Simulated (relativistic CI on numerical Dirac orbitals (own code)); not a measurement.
# Forbidden transitions in Bi⁷⁺

These numbers are calculated, not measured: Dirac-Coulomb-Breit CI, separate exchange-only KLI orbitals for each configuration, model QED, unscaled Slater integrals (own radial code, finite nucleus).

CI space (outside the closed core [Kr] 4d10 4f14): 5s²5p⁶5d⁸, 5s²5p⁶5d⁷6s, 5s²5p⁶5d⁷5f, 5s²5p⁶5d⁷6p, 5s²5p⁵5d⁹, 5s²5p⁶5d⁶6s6p, 5s²5p⁶5d⁷5g, 5s²5p⁶5d⁶5f6s, 5s²5p⁶5d⁷6d, 5s²5p⁶5d⁷7s, 5s²5p⁶5d⁷7p, 5s5p⁶5d⁹, 5s²5p⁶5d⁷6f, 5s²5p⁶5d⁷8p, 5s²5p⁵5d⁸5g, 5s²5p⁶5d⁷7f, 5s²5p⁶5d⁶5g6p, 5p⁶5d¹⁰, 5p⁶5d⁹5f, 5s²5p⁶5d⁶6s², 5s²5p⁶5d⁵5f6s², 5s²5p⁶5d⁵6s²6p, 5s²5p⁶5d⁵5g6s², 5s²5p⁶5d⁵6s²6d, 5p⁶5d⁹5g, 5p⁵5d¹⁰5g. Double excitations out of closed p, d and f shells are left out; levels of such configurations are missing from the list, as are those of other unlisted configurations, and high levels can miss mixing partners.

```tsv
λ vac (Å)	Lower	Upper	Type	A (s⁻¹)	gf	Branching (%)
394.21	5s²5p⁶5d⁸ ³F4 [1]	5s²5p⁶5d⁷6s ³H6 [25]	E2	4.67e+04	1.41e-05	97.2
395.79	5s²5p⁶5d⁸ ³F4 [1]	5s²5p⁶5d⁷6s ³P2 [24]	E2	7.32e+04	8.60e-06	73.9
400.09	5s²5p⁶5d⁸ ¹D2 [2]	5s²5p⁶5d⁷6s ¹G4 [29]	E2	3.44e+04	7.42e-06	50.4
401.82	5s²5p⁶5d⁸ ³F4 [1]	5s²5p⁶5d⁷6s ³H4 [22]	E2	1.07e+04	2.34e-06	17.5
406.18	5s²5p⁶5d⁸ ³F3 [3]	5s²5p⁶5d⁷6s ³D3 [30]	E2	4.08e+04	7.06e-06	57.9
406.83	5s²5p⁶5d⁸ ³F4 [1]	5s²5p⁶5d⁷6s ³F3 [20]	E2	3.98e+04	6.91e-06	50.9
410.43	5s²5p⁶5d⁸ ³F4 [1]	5s²5p⁶5d⁷6s ³G5 [19]	E2	3.76e+04	1.04e-05	94.0
414.87	5s²5p⁶5d⁸ ¹D2 [2]	5s²5p⁶5d⁷6s ⁵P1 [23]	E2	6.34e+04	4.91e-06	78.5
421.32	5s²5p⁶5d⁸ ¹D2 [2]	5s²5p⁶5d⁷6s ³F2 [21]	E2	5.27e+04	7.01e-06	57.3
423.20	5s²5p⁶5d⁸ ³P2 [5]	5s²5p⁶5d⁷6s ³F2 [31]	E2	5.94e+04	7.98e-06	82.7
424.36	5s²5p⁶5d⁸ ³F3 [3]	5s²5p⁶5d⁷6s ³H5 [28]	E2	2.10e+04	6.23e-06	37.5
430.88	5s²5p⁶5d⁸ ³F4 [1]	5s²5p⁶5d⁷6s ⁵F4 [16]	E2	4.78e+04	1.20e-05	76.6
433.99	5s²5p⁶5d⁸ ³P1 [6]	5s²5p⁶5d⁷6s ³F2 [32]	E2	3.60e+04	5.09e-06	55.6
443.94	5s²5p⁶5d⁸ ³F3 [3]	5s²5p⁶5d⁷6s ³H4 [22]	E2	3.65e+04	9.71e-06	59.4
444.68	5s²5p⁶5d⁸ ³F4 [1]	5s²5p⁶5d⁷6s ³P2 [12]	E2	2.12e+04	3.15e-06	80.6
444.71	5s²5p⁶5d⁸ ³P2 [5]	5s²5p⁶5d⁷6s ³G3 [27]	E2	2.44e+04	5.07e-06	56.0
450.06	5s²5p⁶5d⁸ ³F3 [3]	5s²5p⁶5d⁷6s ³F3 [20]	E2	2.81e+04	5.98e-06	36.0
462.11	5s²5p⁶5d⁸ ¹G4 [7]	5s²5p⁶5d⁷6s ¹G4 [29]	E2	2.11e+04	6.08e-06	31.0
464.17	5s²5p⁶5d⁸ ³F4 [1]	5s²5p⁶5d⁷6s ⁵F4 [11]	E2	3.08e+04	8.96e-06	82.4
466.19	5s²5p⁶5d⁸ ¹G4 [7]	5s²5p⁶5d⁷6s ³H5 [28]	E2	3.11e+04	1.11e-05	55.5
```

Terms are leading LS components. Brackets give the number of a level in order of energy, since labels repeat. The list gives strong lines, with weight on those to low levels, among the lowest 400 of 6820 levels, so that lines to higher ones, which can be the strongest, are missing. Levels whose partners in the same complex of configurations lie outside the list can be far off, and so can their lines. Rates are taken at the computed energies, electric ones in the length gauge.

At this charge configurations can still be misplaced by up to about 7 % of their energy. Terms inside the open d or f shell come out 10 to 20 % too wide with unscaled integrals. Levels and lines within the n = 5 or 6 shells can be off by up to 10 % or somewhat more, and those that change n by about 2 %, since core polarisation is missing.

LS names give the leading component of a level, which can be under half, so a name can repeat, a term be missing and a line seem to break the LS rules.
